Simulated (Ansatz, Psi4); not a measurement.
Psi4 was given this input:
```
memory 2 GB

molecule {
0 2
  C     1.13632705   -0.22459938   -0.24900414
  N     0.01067356    0.38315855   -0.09788839
  C    -1.14308609   -0.01803587    0.31099199
  H     1.22560615   -1.30013518   -0.36821381
  H     2.02550454    0.37542219   -0.33831834
  H    -1.99841828    0.59691774    0.08990737
  H    -1.28685313   -0.89850310    0.92991642
}

set basis cc-pvdz
set reference uhf
set freeze_core true
set mp2_type conv
set scf_type pk
set puream true
set d_convergence 1e-8

energy('ccsd(t)')
print_variables()
```

Task: Give the equivalent Ansatz (a quantum-chemistry and plane-wave program) input.

Result: Several could match; the one computed here: 
Ansatz 0.2 input:
```yaml
crystal:
  periodic: [false, false, false]
  atoms:
    - {symbol: C, position_ang: [1.13632705, -0.22459938, -0.24900414]}
    - {symbol: N, position_ang: [0.01067356, 0.38315855, -0.09788839]}
    - {symbol: C, position_ang: [-1.14308609, -0.01803587, 0.31099199]}
    - {symbol: H, position_ang: [1.22560615, -1.30013518, -0.36821381]}
    - {symbol: H, position_ang: [2.02550454, 0.37542219, -0.33831834]}
    - {symbol: H, position_ang: [-1.99841828, 0.59691774, 0.08990737]}
    - {symbol: H, position_ang: [-1.28685313, -0.89850310, 0.92991642]}
basis:
  gaussian:
    orbitals: cc-pVDZ
magnetization: {spin_polarized: true, initial_magnetization: 1}
correlation: {method: ccsd_t, electrons: outside_noble_gas}
accuracy: high
```

Both were run: Psi4 gave -132.910160 Eh and Ansatz -132.910160 Eh, 0.000 mEh apart.
